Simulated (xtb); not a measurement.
gold atom (Au), doublet (GFN-xTB shapes and energies of metal compounds can be far from the true ones); xtb 6.7.1 with GFN0-xTB.

xtb was given this input:
```
$ xtb mol.xyz --gfn 0 --uhf 1 --ohess --json

# file mol.xyz
1

Au     0.00000000     0.00000000     0.00000000
```

Output, abridged:

```
   ID    Z sym.   atoms
    1   79 Au     1

           -------------------------------------------------
          |                Calculation Setup                |
           -------------------------------------------------

           -------------------------------------------------
          |                 G F N 0 - x T B                 |
           -------------------------------------------------

          ...................................................
          :                      SETUP                      :
          :.................................................:
          :  # basis functions                  10          :
          :  # atomic orbitals                   9          :
          :  # shells                            3          :
          :  # electrons                        11          :
          :  electronic temp.          300.0000000     K    :
          :  accuracy                    1.0000000          :
          :  -> integral cutoff          0.2500000E+02      :
          :  -> integral neglect         0.1000000E-07      :
          ...................................................

         :::::::::::::::::::::::::::::::::::::::::::::::::::::
         ::                     SUMMARY                     ::
         :::::::::::::::::::::::::::::::::::::::::::::::::::::
         :: total energy              -4.796354278188 Eh    ::
         :: gradient norm              0.000000000000 Eh/a0 ::
         :: HOMO-LUMO gap              7.217007700000 eV    ::
         ::.................................................::
         :: H0 energy                 -4.796354278188 Eh    ::
         :: repulsion energy           0.000000000000 Eh    ::
         :: electrostat energy         0.000000000000 Eh    ::
         :: -> Gsolv                   0.000000000000 Eh    ::
         ::    -> Gsasa                0.000000000000 Eh    ::
         ::    -> Gshift               0.000000000000 Eh    ::
         :: dispersion energy          0.000000000000 Eh    ::
         :: short-range corr.          0.000000000000 Eh    ::
         :: add. restraining           0.000000000000 Eh    ::
         :: total charge               0.000000000000 e     ::
         :::::::::::::::::::::::::::::::::::::::::::::::::::::

      -----------------------------------------------------------
     |                   =====================                   |
     |                        A N C O P T                        |
     |                   =====================                   |
     |               Approximate Normal Coordinate               |
     |                Rational Function Optimizer                |
      -----------------------------------------------------------
      -----------------------------------------------------------
     |                   =====================                   |
     |                        A N C O P T                        |
     |                   =====================                   |
     |               Approximate Normal Coordinate               |
     |                Rational Function Optimizer                |
      -----------------------------------------------------------
================
 final structure:
================
1
 xtb: 6.7.1 (edcfbbe)
Au           0.00000000000000        0.00000000000000        0.00000000000000

 Bond Distances (Angstroems)
 ---------------------------

 selected bond angles (degree)
 --------------------

 selected dihedral angles (degree)
 ---------------------------------

           -------------------------------------------------
          |                Final Singlepoint                |
           -------------------------------------------------

          ...................................................
          :                      SETUP                      :
          :.................................................:
[...]
         :: total energy              -4.796354278188 Eh    ::
[...]

 dipole moment from electron density (au)
     X       Y       Z
   0.0000   0.0000   0.0000  total (Debye):    0.000

           -------------------------------------------------
          |               Frequency Printout                |
           -------------------------------------------------
 vibrational frequencies (cm⁻¹)
eigval :        0.07     0.07     0.07
 reduced masses (amu)
   1:  0.00   2:  0.00   3:  0.00
 IR intensities (km·mol⁻¹)
   1:  0.00   2:  0.00   3:  0.00
 Raman intensities (Ä⁴*amu⁻¹)
   1:  0.00   2:  0.00   3:  0.00
 output can be read by thermo (or use thermo option).
 writing <g98.out> molden fake output.
 recommended (thermochemical) frequency scaling factor: 1.0
           -------------------------------------------------
          |             Thermodynamic Functions             |
           -------------------------------------------------

Kh  symmetry found (for desy threshold:  0.10E+00) used in thermo

          ...................................................
          :                      SETUP                      :
          :.................................................:
          :  # frequencies                           0      :
          :  # imaginary freq.                       0      :
          :  linear?                              true      :
          :  only rotor calc.                     true      :
          :  symmetry                               Kh      :
          :  rotational number                       1      :
          :  scaling factor                  1.0000000      :
          :  rotor cutoff                   50.0000000 cm⁻¹ :
          :  imag. cutoff                  -20.0000000 cm⁻¹ :
          :.................................................:

    mode    ω/cm⁻¹     T·S(HO)/kcal·mol⁻¹    T·S(FR)/kcal·mol⁻¹   T·S(vib)
   ------------------------------------------------------------------------
   ------------------------------------------------------------------------

   temp. (K)  partition function   enthalpy   heat capacity  entropy
                                   cal/mol     cal/K/mol   cal/K/mol   J/K/mol
 298.15  VIB   1.00                    0.000      0.000      0.000
         ROT   1.00                    0.000      0.000      0.000
         INT   1.00                    0.000      0.000      0.000
         TR   0.267E+28             1481.254      4.968     41.720
         TOT                        1481.2539     4.9681    41.7196   174.5550

       T/K    H(0)-H(T)+PV         H(T)/Eh          T*S/Eh         G(T)/Eh
   ------------------------------------------------------------------------
    298.15    0.236053E-02    0.236053E-02    0.198223E-01   -0.174618E-01
   ------------------------------------------------------------------------

         :::::::::::::::::::::::::::::::::::::::::::::::::::::
         ::                  THERMODYNAMIC                  ::
         :::::::::::::::::::::::::::::::::::::::::::::::::::::
         :: total free energy          -4.813816096099 Eh   ::
         ::.................................................::
         :: total energy               -4.796354278188 Eh   ::
         :: zero point energy           0.000000000000 Eh   ::
         :: G(RRHO) w/o ZPVE           -0.017461817911 Eh   ::
         :: G(RRHO) contrib.           -0.017461817911 Eh   ::
         :::::::::::::::::::::::::::::::::::::::::::::::::::::

optimized geometry written to: xtbopt.xyz

           -------------------------------------------------
          | TOTAL ENERGY               -4.796354278188 Eh   |
          | TOTAL ENTHALPY             -4.793993749809 Eh   |
          | TOTAL FREE ENERGY          -4.813816096099 Eh   |
          | GRADIENT NORM               0.000000000000 Eh/α |
          | HOMO-LUMO GAP               7.217007700000 eV   |
           -------------------------------------------------

normal termination of xtb
```
